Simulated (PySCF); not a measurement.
Delta-SCF ions had no search for a lower state. Excitations are Tamm–Dancoff values on a coarser integration grid. The basis has no diffuse functions, so Rydberg states are missing or too high.

Species: C$_{3}$H$_{4}$Cl$_{2}$, SMILES `C1C(C1)(Cl)Cl` (charge 0, multiplicity 1).

Question: Estimate the dipole moment, S1 excitation (TDA), HOMO–LUMO gap, vertical ionisation energy (Delta-SCF) and S1–T1 gap (TDA) that M06-2X/def2-TZVP // B3LYP-D3(BJ)/def2-TZVP run with PySCF returns for this input.

Answer: 
The dipole moment is 2.21 D, the S1 excitation (TDA) comes out as 6.51 eV and the HOMO–LUMO gap is 10.32 eV. The vertical ionisation energy (Delta-SCF) comes out as 10.30 eV and the S1–T1 gap (TDA) comes out as 0.62 eV.
